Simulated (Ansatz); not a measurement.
Two isomers of C2H6Cl2Si: A = `CC[SiH](Cl)Cl`, B = `CC([SiH3])(Cl)Cl`.

Calculated with Ansatz (gas phase, PBE0-D4/def2-TZVP geometries, no zero-point term in ΔE). CBS: MP2 limit from def2 TZ/QZ plus the TZ coupled-cluster correction, frozen cores. DFT in def2-TZVPP. B3LYP here is the variant with VWN-RPA as its local correlation; programs differ in this. Each species was taken in one conformer, which may not be the lowest.

Task: Which is lower in electronic energy at CCSD(T)/CBS, and by how much? (Best estimate.)

Result: The calculation gave: A, by 329.9 kJ/mol.

Task: Give E(B) − E(A) in kJ/mol with HF/def2-TZVPP, BLYP-D4, PBE0-D4, B2PLYP, B3LYP-D4, MP2/def2-TZVPP, CCSD(T)/def2-SVP. (Estimate.)

Result: Ansatz gave: HF/def2-TZVPP 353.8, BLYP-D4 314.3, PBE0-D4 332.2, B2PLYP 333.1, B3LYP-D4 327.4, MP2/def2-TZVPP 334.1, CCSD(T)/def2-SVP 312.4. None reverses the order clearly.

Largest T1 diagnostic: 0.010.

From BLYP to BHLYP (50 % exact exchange), in def2-TZVPP and without D4, E(B) − E(A) moves by +23.1 kJ/mol. The D4 term adds −5.0 kJ/mol with B3LYP and −2.3 kJ/mol with PBE0; it sums over pairs of atoms, weighted by their polarisabilities, and B3LYP, whose exchange is more repulsive, gets the larger term.
